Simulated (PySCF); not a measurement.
Vertical excitations of a molecule C2H7ClSi3 from TDA-PBE/def2-SVPD (PySCF 2.14.0), as energy in eV (oscillator strength): 4.27 (0.002), 5.10 (0.001), 5.19 (0.006), 5.38 (0.002), 5.54 (0.002), 5.78 (0.090), 5.80 (0.021), 5.91 (0.003), 6.06 (0.000), 6.08 (0.013). Lowest triplet (TDA): 4.01 eV. The structure is a stationary point at B3LYP-D3(BJ)/def2-SVP. Other conformers were not sampled.

Problem. Pick the molecule that these values belong to.
A. Cl[SiH]1[SiH2]C=C[SiH2]1
B. [SiH3][SiH2]C#C[SiH2]Cl
C. C#C[Si@@H]([SiH3])[SiH2]Cl
D. Cl[Si@@H]1C=C[SiH2][SiH2]1

Solution. D, Cl[Si@@H]1C=C[SiH2][SiH2]1
